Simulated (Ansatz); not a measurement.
Consider the cleavage of the Si–Si bond: `N[SiH2][SiH](O)F` + CH₃OH → `CO[SiH2]N` + `O[SiH2]F`.

Computed with Ansatz on PBE0-D4/def2-TZVP structures; ΔE is electronic, products minus reactants. CCSD(T)/CBS adds triple-zeta CCSD(T) − MP2 to the extrapolated MP2 energy (def2 sets, frozen cores). This one scheme is used for every species. Each species was taken in one conformer, which may not be the lowest.

`N[SiH2][SiH](O)F`:

```xyz
11

N    -0.638    0.830   -1.320
Si    0.807    0.689   -0.357
Si    0.232   -1.003    1.176
O    -1.333   -1.350    0.832
F     0.378   -0.443    2.670
H    -0.854    0.081   -1.961
H    -0.821    1.717   -1.765
H     2.056    0.393   -1.123
H     0.990    2.002    0.316
H     0.980   -2.281    1.153
H    -1.796   -0.636    0.380
```

CH₃OH:

```xyz
6

C     0.156   -0.155    0.280
O    -0.466    0.876   -0.451
H     0.383    0.246    1.268
H     1.097   -0.484   -0.178
H    -0.496   -1.029    0.408
H    -0.674    0.546   -1.327
```

`CO[SiH2]N`:

```xyz
11

C     1.297   -0.613   -0.967
O     0.054    0.013   -1.165
Si   -1.098    0.092    0.007
N    -0.683    0.944    1.425
H     1.897   -0.086   -0.216
H     1.179   -1.656   -0.647
H     1.843   -0.604   -1.913
H    -1.419   -1.287    0.466
H    -2.224    0.767   -0.673
H    -0.298    0.487    2.233
H    -0.548    1.941    1.450
```

`O[SiH2]F`:

```xyz
6

O    -0.647   -0.952    0.542
Si    0.314    0.139   -0.194
F     0.719    1.312    0.811
H    -1.551   -0.713    0.751
H     1.540   -0.581   -0.580
H    -0.375    0.795   -1.330
```

```json
{"species": "`N[SiH2][SiH](O)F`", "CCSD/CBS(def2) energy (Eh)": "-811.54419"}
{"species": "CH₃OH", "CCSD/CBS(def2) energy (Eh)": "-115.60252"}
{"species": "`CO[SiH2]N`", "CCSD/CBS(def2) energy (Eh)": "-461.25360"}
{"species": "`O[SiH2]F`", "CCSD/CBS(def2) energy (Eh)": "-465.94371"}
```

(1) Work out ΔE.

Largest T1 diagnostic among the species: 0.012.

Answers

(1) ΔE = (-461.25360) + (-465.94371) − (-811.54419) − (-115.60252) = -0.05060 Eh = -31.8 kcal/mol. CCSD(T)/CBS gives -31.0 kcal/mol.

In def2-TZVPP, CCSD(T) changes the Hartree–Fock value by +5.8 kcal/mol (the triples alone add +0.8 kcal/mol) and MP2 by +3.6 kcal/mol. The D4 term adds +0.9 kcal/mol with B3LYP and +0.5 kcal/mol with PBE0; it sums over pairs of atoms, weighted by their polarisabilities, and B3LYP, whose exchange is more repulsive, gets the larger term. From PBE to PBE0 (25 % exact exchange), in def2-TZVPP and without D4, ΔE moves by −2.2 kcal/mol.

B3LYP here is the variant with VWN-RPA as its local correlation; programs differ in this.
